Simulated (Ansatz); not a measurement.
Basis-set extrapolation for C$_{2}$H$_{9}$NOSi (`C[Si](C)(N)O`) (PBE0-D4/def2-TZVP geometry, frozen core, the Gaussian-basis code of Ansatz). Multiplicity 1, RHF reference.

```
                      def2-TZVPP   def2-QZVPP
                 HF  -499.440226  -499.460075
    MP2 correlation    -0.938038    -1.005618
CCSD(T) correlation    -1.019143      not run
```

Energies in hartree. Use E(X) = E(∞) + A·exp(−7.88·√X) for Hartree–Fock and E(X) = E(∞) + B·X^(−2.97) for correlation, with X = 3 and 4, and add CCSD(T) minus MP2 of the smaller set to the MP2 limit.

Task: What is the CCSD(T) energy at the basis-set limit?

Result: HF limit: -499.460075 + (-0.019849) × 0.13774 = -499.46281. MP2 limit: -1.005618 + (-0.067580) × 0.74074 = -1.05568. Higher-order term: -1.019143 − (-0.938038) = -0.08110. Total: -500.59959 hartree, 3.82 eV below CCSD(T)/def2-TZVPP.
